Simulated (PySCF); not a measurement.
H2Zn, SMILES [ZnH2] (connectivity only; charge and spin as stated), charge +1, multiplicity 2.

The structure is a stationary point at PBE-D3(BJ)/def2-TZVPD. A frequency run showed that this geometry is not a minimum. The multiplicity is an assumed one; other spin states were not compared. The isomer is the one that the SMILES or the coordinates give; other isomers of the formula were not compared.

These are PBE-D3(BJ)/def2-TZVPD (PySCF 2.14.0) values and carry that method's errors.

Frequencies are harmonic and unscaled.

Modes within 1.5 cm⁻¹ of each other (mostly degenerate sets) share a row, with their intensities summed.

Computed vibrational spectrum:
| mode | ν (cm⁻¹) | IR (km/mol) | moving atoms (share of kinetic energy) |
|---|---|---|---|
| 1–2 | 78i | 1.0 | H 97 % |
| 3 | 1015 | 1745.0 | H 97 % |
| 4 | 1487 | 0.0 | H 100 % |
